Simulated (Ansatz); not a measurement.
Molecule: CTa, net charge 0, doublet state. The spin state was set by rule; other spins were not relaxed. 
Geometry from a B3LYP-D3(BJ)/def2-TZVP (Ansatz, a program for electronic structure) optimisation:
```
Ta
C 1 1.7555
```
Charge 0, spin multiplicity 2.

Basis-set convergence of Hartree-Fock and CCSD correlation energies (hartree) with Ansatz. Valence correlation only, unless marked. UHF or UKS for open shells. No spin-orbit coupling. The frozen core is the preceding noble-gas configuration, with the filled d and f shells of earlier blocks. In def2 rows, elements after Kr have scalar-relativistic effective core potentials.

The UHF reference is spin-contaminated (<S^2> 1.25 over the pure value in the largest basis). The T1 diagnostic of CCSD in the largest basis is 0.119, which is high, so the coupled-cluster rows are less sure than usual.

| basis | functions | E(HF) | E(corr, CCSD) |
|---|---|---|---|
| def2-SVPD | 55 | -93.98695 | -0.24037 |
| def2-TZVPPD | 96 | -94.04322 | -0.26960 |
| def2-QZVPPD | 147 | -94.04580 | -0.27929 |

Extrapolating the two largest sets (X = 3 and 4) as X^-3: E(corr) = (64·(-0.27929) - 27·(-0.26960))/37 = -0.2864 Eh, an estimate of the basis-set limit. The largest set recovers 97.5 % of it, the smallest 83.9 %.
